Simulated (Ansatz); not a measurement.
Li4H4, relaxed as a singlet with RKS PBE-D4/def2-TZVP in Ansatz, starting from the GFN2-xTB geometry. Force threshold 0.02 eV/Å.

Another isomer (singlet) lies 0.46 eV lower at PBE0-D4/def2-TZVP; other spin states weren't run for this one.

Start:

```xyz
8

Li   -1.123   -0.269   -1.724
Li    1.385   -0.619   -0.322
Li    0.522   -0.434    1.961
Li   -0.759    1.343    0.077
H     0.300   -0.873   -1.418
H     1.771   -0.999    1.138
H    -0.439    0.714    1.471
H    -1.656    1.138   -1.184
```

Task: Estimate the energy that the relaxation releases and the steps that it takes.

Result: 16.7 kcal/mol, in 7 steps; 7.5 s on 2 threads of Arm Neoverse V1 on a shared host. The force fell under the threshold at step 6, but the optimiser went on. No frequencies were taken in this run, so the end may be a saddle point.

Task: Does the start keep its bonding and symmetry?

Result: Bonds lost: Li2–Li4 (atoms count from 1). Metal–metal contacts that move far: Li1–Li4 2.44 to 3.00 Å, Li2–Li3 2.45 to 3.00 Å. Point group C2 at the start, D4h at the end, both within 0.05 Å.

Task: Predict the relaxed structure.

Result: 
```xyz
8

Li   -0.7405   -0.0263   -1.9832
Li    1.4698   -1.4346   -0.5303
Li    0.7465    0.0334    1.9808
Li   -1.4764    1.4265    0.5329
H     0.5566   -1.1117   -1.9163
H     1.6883   -1.0676    1.1052
H    -0.5549    1.1137    1.9156
H    -1.6893    1.0666   -1.1048
```
Bond lengths (bridged metal pairs left out): 8 × H–Li 1.69 Å.
